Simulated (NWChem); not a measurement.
Molecule: GaHOF₂; SMILES [F][Ga]([F])[OH]

```xyz
5

Ga    -0.0005     0.0058     0.0000
F     -1.6282    -0.6079     0.0000
F      0.1999     1.7254     0.0000
O      1.3910    -1.0698     0.0000
H      1.1429    -2.0017     0.0000
```
Atoms are numbered in this order, from 1.

Structure relaxed at the PBE0/def2-SVP level.

**Question.** Give the principal values of the shielding tensors (ppm) of Ga1, F2, F3, O4 from Hartree-Fock/6-31G* (spherical d), GIAO (NWChem), with their diamagnetic and paramagnetic parts as GIAO splits them.

**Answer.** 
```json
[
 {"atom": "Ga1", "σ11": "1671.2", "σ22": "1962.1", "σ33": "2111.5", "isotropic": "1914.9", "diamagnetic": "2635.1", "paramagnetic": "-720.2"},
 {"atom": "F2", "σ11": "351.4", "σ22": "414.9", "σ33": "463.8", "isotropic": "410.1", "diamagnetic": "468.0", "paramagnetic": "-58.0"},
 {"atom": "F3", "σ11": "366.6", "σ22": "426.3", "σ33": "466.5", "isotropic": "419.8", "diamagnetic": "467.9", "paramagnetic": "-48.1"},
 {"atom": "O4", "σ11": "310.8", "σ22": "336.3", "σ33": "350.8", "isotropic": "332.6", "diamagnetic": "386.8", "paramagnetic": "-54.1"}
]
```
